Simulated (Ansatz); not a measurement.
Geometry optimisation, Ansatz, RHF/def2-SVP.

Input file:

```yaml
crystal:
  periodic: [false, false, false]
  atoms:
    - { symbol: Al, position_ang: [-0.098484, -0.624011, -0.410307] }
    - { symbol: H, position_ang: [-0.048163, 0.144249, 2.238865] }
    - { symbol: H, position_ang: [1.274513, 0.061266, -0.639898] }
    - { symbol: Cl, position_ang: [-1.892552, 0.270768, -1.004536] }
    - { symbol: Br, position_ang: [-0.211319, -2.791938, 0.531132] }
    - { symbol: H, position_ang: [-0.081295, -0.563034, 2.154444] }
basis:
  gaussian: { orbitals: def2-SVP }
hamiltonian:
  xc: hf
relax:
  f_tol: 0.03
  max_steps: 50
```

Run as:

```bash
$ ansatz run input.yaml --threads 1 --pin off --max-ram 2048MiB --backend cpu --events-out ev --progress --plain --runs-dir out
```

Problem. Where does it end, and by what steps?

Solution. It converged. After 4 steps the energy has fallen by 0.190 eV; H6 moved furthest, 0.54 Å.

| step | energy less start (eV) | largest force component (eV/Å) | accepted |
| --- | --- | --- | --- |
| 0 | 0.0000 | 1.574 | yes |
| 1 | -0.1566 | 0.669 | yes |
| 2 | -0.1823 | 0.218 | yes |
| 3 | -0.1893 | 0.052 | yes |
| 4 | -0.1901 | 0.029 | yes |

```xyz
6
Properties=species:S:1:pos:R:3
Al -0.115 -0.774 -0.597
H -0.032 0.378 2.544
H 1.249 -0.037 -0.727
Cl -1.897 0.202 -1.113
Br -0.219 -2.910 0.106
H -0.042 -0.361 2.656
```

Whether the end is a true minimum wasn't checked by a vibrational analysis.

Time of the run: 9.2 s on 1 thread of Arm Neoverse V1, on a shared host, peak memory 0.15 GiB.
